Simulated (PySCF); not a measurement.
## Which determinant of AgSe lies lowest?

Unrestricted PBE0; Ag x2c-TZVPPall, Se x2c-TZVPPall; spin-free X2C with a Gaussian nucleus (PySCF 2.14). Outer shells of the fragments: Ag 4d10 5s1; Se 3d10 4s2 4p4.

Followed along the bond (rough minima from three points):

| 2Ms+1 | unpaired | ⟨S²⟩ at the start | R at minimum (Å) | Te (eV) |
| --- | --- | --- | --- | --- |
| 2 | π ↑ | 0.76 | 2.42 | 0.00 |
| 2 | σ ↑ | 0.76 | 2.40 | 1.42 |
| 4 | σ ↑, π ↑↑ | 3.76 | none in the scan | ≤ 1.89 |

Solutions found at the starting distance of 2.450 Å, counted from the lowest of them; the search is not exhaustive and high or unbound solutions are not listed, so other states can lie among these:

```csv
2Ms+1,unpaired,term,E (eV),⟨S²⟩,⟨Lz²⟩,μ (D)
2,π ↑,²Π,0.00,0.76,1.01,-4.20
2,σ ↑,²Σ⁺,1.43,0.76,0.00,-5.73
4,"σ ↑, π ↑↑",⁴Σ⁻,1.93,3.76,0.00,2.77
2,"σ ↓, π ↑↑",mixed,2.07,1.76,0.00,2.87
2,"σ ↑, π ↑↓",mixed,2.36,1.76,2.02,2.68
4,"σ ↑↑, π ↑",⁴Π,2.50,3.76,1.01,1.15
2,σ ↑,mixed,3.43,0.76,2.01,2.21
4,π ↑↑↑,⁴Π,4.65,3.76,1.00,2.35
2,π ↑↑↓,mixed,5.03,1.76,3.02,2.29
2,δ ↑,²Δ,5.20,0.76,4.00,-5.78
4,"σ ↑, π ↑, δ ↑",mixed,5.31,3.76,4.95,-1.81
4,"σ ↑, π ↑, δ ↑",mixed,5.32,3.76,5.02,-1.83
6,"σ ↑↑, π ↑↑↑",⁶Π,7.94,8.76,1.04,6.11
6,"σ ↑↑↑, π ↑↑",⁶Σ⁻,8.95,8.75,0.00,4.08
```

A term symbol is given only where ⟨S²⟩ and ⟨Lz²⟩ are close to those of a pure state; real π, δ and φ orbitals otherwise mix terms. A positive dipole means Ag(−)Se(+).

Spin–orbit coupling is left out. Counting both spins, an empty level lies below a filled one in some of these solutions, because spin and occupation are held. The state is the lowest single determinant that the PBE0 search found; with open d or f shells the true ground state can be another one.
